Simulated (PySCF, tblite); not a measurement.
Isomers of C5H7BO2. All values are computed: GFN2-xTB (tblite) harmonic vibrations without scaling, gas phase. Against measured fundamentals such values can be off by several per cent, at times by over 20. Modes of hydrogen on boron can be 10 to 20 % off. One conformer each.

Electronic energies: PBE0-D3(BJ)/def2-SVP at its own geometries (PySCF, gas phase).

```
               SMILES  electronic energy, lowest = 0 (kJ/mol)
     CC1=CC/1=C\B(O)O                                   182.0
          CC#CB1OCCO1                                   125.4
       C/C=C\C#CB(O)O                                   106.3
     C#C/C(C)=C\B(O)O                                   155.7
       OB(O)C1=CCC=C1                                     0.0
C=CC1=[O+][BH2-]OC=C1                                   206.3
       C/C=C/C#CB(O)O                                   129.3
```

How do GFN2-xTB zero-point energies change the relative energies?

```
               SMILES  ZPE (kJ/mol)  of it from modes above 1550 cm⁻¹  electronic (kJ/mol)  with ZPE, lowest = 0 (kJ/mol)  lowest mode (cm⁻¹)  rings
       OB(O)C1=CCC=C1         296.7                             153.9                  0.0                            0.0                  40      1
       C/C=C\C#CB(O)O         292.0                             157.9                106.3                          101.6                  14      0
          CC#CB1OCCO1         298.3                             138.1                125.4                          127.0                  7i      1
       C/C=C/C#CB(O)O         290.4                             157.5                129.3                          123.1                   5      0
     C#C/C(C)=C\B(O)O         289.3                             159.2                155.7                          148.4                  29      0
     CC1=CC/1=C\B(O)O         289.1                             156.3                182.0                          174.4                  59      1
C=CC1=[O+][BH2-]OC=C1         287.6                             141.4                206.3                          197.3                  45      1
```

The zero-point energies span 10.7 kJ/mol, from `C=CC1=[O+][BH2-]OC=C1` to `CC#CB1OCCO1`. Slightly imaginary modes are left out of the zero-point energy: `CC#CB1OCCO1` 7.4i cm⁻¹. The lowest isomer stays, but the order above it changes.

And how do the electronic energies of GFN2-xTB itself compare?

`OB(O)C1=CCC=C1` 0.0; `C/C=C\C#CB(O)O` 108.5; `CC#CB1OCCO1` 48.7; `C/C=C/C#CB(O)O` 117.4; `C#C/C(C)=C\B(O)O` 138.0; `CC1=CC/1=C\B(O)O` 201.2; `C=CC1=[O+][BH2-]OC=C1` 95.5 kJ/mol, lowest = 0. Against the energies above, taken from the same isomer `OB(O)C1=CCC=C1`, the largest difference is 110.8 kJ/mol. The two levels were optimised apart and needn't hold the same conformer.

What do entropy and thermal enthalpy add at 298.15 K and 1 bar (rigid rotor, harmonic oscillator, one conformer each)?

```csv
SMILES,point group,symmetry number,S (J/(mol K)),H − H(0) (kJ/mol),ZPE + H − H(0) − TS (kJ/mol)
OB(O)C1=CCC=C1,Cs,1,366.1,23.07,210.6
C#C/C(C)=C\B(O)O,C1,1,402.9,27.80,197.0
CC1=CC/1=C\B(O)O,Cs,1,397.7,27.14,197.6
C=CC1=[O+][BH2-]OC=C1,Cs,1,369.5,23.46,200.9
```

Not tabulated: `C/C=C\C#CB(O)O` (lowest mode only 14 cm⁻¹); `CC#CB1OCCO1` (lowest mode only 7i cm⁻¹); `C/C=C/C#CB(O)O` (lowest mode only 5 cm⁻¹).
